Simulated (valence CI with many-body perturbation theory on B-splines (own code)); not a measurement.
**Sensitivity of CI+MBPT for Zn²⁵⁺**

Calculated by relativistic CI+MBPT: three valence electrons over a frozen Dirac-Fock core [He], radial functions for each j: 6 s, 6 p, 5 d, 3 f, 1 g, with the one-electron correlation potential Σ1 (screened to all orders), the two-electron term Σ2, the three-electron term Σ3, Breit, model QED; selected single and double excitations, second order for the rest, scaled by the run's own slope (own B-spline code, finite nucleus).

No measured levels were compared; by estimate levels of excited configurations hold to 0.05 to 0.15 % of their energy, terms of the ground configuration to about 0.5 %.

The reference run has the lowest level 2s²2p ²P°_1/2 and an ionisation energy of 2492.04 eV. Its largest variational space holds 4317 state functions.

Names give the largest LS component (configuration and term), which can be under half, so a name can repeat, a term be missing and a line seem to break the LS rules; names also repeat where a configuration has a term twice.

Changed runs:
A. correlating orbitals by l 3 3 3 2 1 → 4 3 5 2 0; core polarisation of operators on → off
B. screening of Σ1 on → off
C. selection threshold (hartree) 2e-08 → 1e-06
D. correlating orbitals by l 3 3 3 2 1 → 2 2 1 1 0; natural orbitals for correlation on → off (bad on purpose)

Excitation energies of the reference run in cm⁻¹, and shifts in cm⁻¹:

```csv
Level,Reference,A,B,C,D
2s²2p ²P°_3/2,221971,-0.3,-0.1,-0.1,-60
2s2p² ⁴P_1/2,513482,-131,+1.8,0,-2685
2s2p² ⁴P_3/2,632212,-153,+1.8,-0.1,-3254
2s2p² ⁴P_5/2,719067,-118,+1.7,-0.2,-2587
2s2p² ²D_3/2,964665,+178,+1.6,0,+3178
2s2p² ²D_5/2,1032580,+131,+1.5,-0.3,+2083
2s2p² ²P_1/2,1069680,+198,+1.6,0,+4641
2s2p² ²S_1/2,1306460,+199,+1.4,0,+4416
2s2p² ²P_3/2,1319230,+220,+1.4,0,+5093
2p³ ⁴S°_3/2,1606790,-68,+3.5,0,+96
2p³ ²D°_3/2,1792890,+103,+3.3,+0.1,+3568
2p³ ²D°_5/2,1852250,+147,+3.3,-0.1,+4310
Ionisation energy (eV),2492.04,-0.022,-0.002,0,-0.53
```
